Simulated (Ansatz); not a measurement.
Input and output for C8H16N2OTi (`C[O][Ti]1234([NH2])([N](C)C)[C@H]5[C@@H]1[C@@H]2[C@@H]3[C@H]54`).

```yaml
crystal:
  periodic: [false, false, false]
  atoms:
    - {symbol: C, position_ang: [-1.293839, -0.684857, -2.675587]}
    - {symbol: O, position_ang: [-0.111391, -0.734895, -1.803652]}
    - {symbol: Ti, position_ang: [-0.044058, -0.502338, 0.037669]}
    - {symbol: N, position_ang: [-1.545626, -1.349654, 0.872396]}
    - {symbol: N, position_ang: [-0.568378, 1.341742, 0.130636]}
    - {symbol: C, position_ang: [-0.987761, 1.889103, 1.302423]}
    - {symbol: C, position_ang: [-0.138871, 2.316304, -0.948744]}
    - {symbol: C, position_ang: [2.307486, -0.447153, -0.027611]}
    - {symbol: C, position_ang: [1.906716, 0.030405, 1.239032]}
    - {symbol: C, position_ang: [1.269039, -1.138777, 1.884141]}
    - {symbol: C, position_ang: [1.249491, -2.215779, 1.083512]}
    - {symbol: C, position_ang: [1.875654, -1.868814, -0.160236]}
    - {symbol: H, position_ang: [-1.818685, 0.239388, -2.466088]}
    - {symbol: H, position_ang: [-0.964238, -0.588575, -3.712866]}
    - {symbol: H, position_ang: [-1.937007, -1.513774, -2.488728]}
    - {symbol: H, position_ang: [-1.602250, -2.116964, 1.454170]}
    - {symbol: H, position_ang: [-2.479563, -0.970059, 0.645244]}
    - {symbol: H, position_ang: [-1.338227, 1.177747, 2.063104]}
    - {symbol: H, position_ang: [-0.144967, 2.537958, 1.796420]}
    - {symbol: H, position_ang: [-1.855091, 2.606633, 1.115844]}
    - {symbol: H, position_ang: [0.063523, 1.870995, -1.809680]}
    - {symbol: H, position_ang: [-1.002904, 2.986729, -1.106449]}
    - {symbol: H, position_ang: [0.688213, 2.884360, -0.559452]}
    - {symbol: H, position_ang: [2.818639, 0.067341, -0.838404]}
    - {symbol: H, position_ang: [2.101987, 0.949924, 1.536236]}
    - {symbol: H, position_ang: [0.806224, -1.033589, 2.884998]}
    - {symbol: H, position_ang: [0.802407, -3.182896, 1.308433]}
    - {symbol: H, position_ang: [1.997304, -2.515470, -0.965900]}
basis:
  gaussian: {orbitals: def2-SVPD}
hamiltonian: {xc: {name: wB97X}}
output: {forces: true}
```

```sh
$ ansatz run in.yaml --threads 11 --pin off --events-out ev --progress --plain --max-ram 174080MiB --backend cuda --devices 0, --max-vram 75GiB
```

Output, abridged:

```
Functional definition: wB97X
3357 factors; their error is unknown
1143 factors; integrals over basis functions are off by at most 1.7e-6 eV
mean field evaluation 1: about -36668.2103 eV, gradient 8.8e1 eV
mean field evaluation 2: about -36586.3509 eV, gradient 2.6e2 eV
mean field evaluation 4: about -36684.6404 eV, gradient 1.6e1 eV
mean field evaluation 8: about -36685.1668 eV, gradient 4.9e-1 eV
mean field evaluation 16: about -36685.1006 eV, gradient 1.8e-3 eV
mean field -36685.10060983 eV, -1348.1525813571 hartree, gradient 5.4e-5 eV, S^2 0.000000; 0 other end points of the search recorded, 0 dependent functions left out
reference -36685.10054226 eV, -1348.1525788739 hartree; 54, 54 occupied and 331, 331 virtual orbitals, 3357 factors
Total energy: -36685.10054226 eV, -1348.1525788739 hartree
Atom 0 at    -1.293839    -0.684857    -2.675587 Å, force     2.490438     1.214546     1.232713 eV/Å
Atom 1 at    -0.111391    -0.734895    -1.803652 Å, force    -1.448419    -0.072669    -0.761716 eV/Å
Atom 2 at    -0.044058    -0.502338     0.037669 Å, force    -0.414687     0.314695    -0.814424 eV/Å
Atom 3 at    -1.545626    -1.349654     0.872396 Å, force    -0.295508     2.498353    -1.847550 eV/Å
Atom 4 at    -0.568378     1.341742     0.130636 Å, force     1.443472    -1.765571    -4.012308 eV/Å
Atom 5 at    -0.987761     1.889103     1.302423 Å, force    -0.399106     3.473282     2.599746 eV/Å
Atom 6 at    -0.138871     2.316304    -0.948744 Å, force    -2.849868     0.967617     5.757679 eV/Å
Atom 7 at     2.307486    -0.447153    -0.027611 Å, force    -0.669171    -2.906251    -0.504576 eV/Å
Atom 8 at     1.906716     0.030405     1.239032 Å, force    -1.183215    -6.840382    -1.933375 eV/Å
Atom 9 at     1.269039    -1.138777     1.884141 Å, force     0.119524     4.760952     2.897326 eV/Å
Atom 10 at     1.249491    -2.215779     1.083512 Å, force     0.702456    -1.922324    -2.787463 eV/Å
Atom 11 at     1.875654    -1.868814    -0.160236 Å, force     0.382533     3.085590     2.726207 eV/Å
Atom 12 at    -1.818685     0.239388    -2.466088 Å, force    -0.571295     0.494362     0.262135 eV/Å
Atom 13 at    -0.964238    -0.588575    -3.712866 Å, force     0.114242    -0.473194    -0.230355 eV/Å
Atom 14 at    -1.937007    -1.513774    -2.488728 Å, force    -0.611461    -1.034064     0.019786 eV/Å
Atom 15 at    -1.602250    -2.116964     1.454170 Å, force    -0.264681    -2.000303     1.528790 eV/Å
Atom 16 at    -2.479563    -0.970059     0.645244 Å, force     0.672135    -0.388295     0.220100 eV/Å
Atom 17 at    -1.338227     1.177747     2.063104 Å, force     0.136906    -0.207016    -0.171256 eV/Å
Atom 18 at    -0.144967     2.537958     1.796420 Å, force    -1.164654    -0.736054    -0.395682 eV/Å
Atom 19 at    -1.855091     2.606633     1.115844 Å, force     0.636807    -0.420237     0.342191 eV/Å
Atom 20 at     0.063523     1.870995    -1.809680 Å, force     1.212463    -2.471299    -4.047189 eV/Å
Atom 21 at    -1.002904     2.986729    -1.106449 Å, force     0.188775     0.216883    -0.034622 eV/Å
Atom 22 at     0.688213     2.884360    -0.559452 Å, force     0.781226     0.625500     0.043420 eV/Å
Atom 23 at     2.818639     0.067341    -0.838404 Å, force    -0.073082     0.268267     0.065507 eV/Å
Atom 24 at     2.101987     0.949924     1.536236 Å, force     0.616103     4.541138     2.024908 eV/Å
Atom 25 at     0.806224    -1.033589     2.884998 Å, force     0.235174    -0.297726    -0.508894 eV/Å
Atom 26 at     0.802407    -3.182896     1.308433 Å, force    -0.011686     0.036894     0.016279 eV/Å
Atom 27 at     1.997304    -2.515470    -0.965900 Å, force     0.224579    -0.962695    -1.687378 eV/Å
Dipole moment:    -0.169407     0.059739     0.078389 e Å
```

Run time 4.7 s (11 threads of an AMD EPYC 7R13 on a shared host and a whole NVIDIA H100 80 GB); peak host memory 2 GiB.
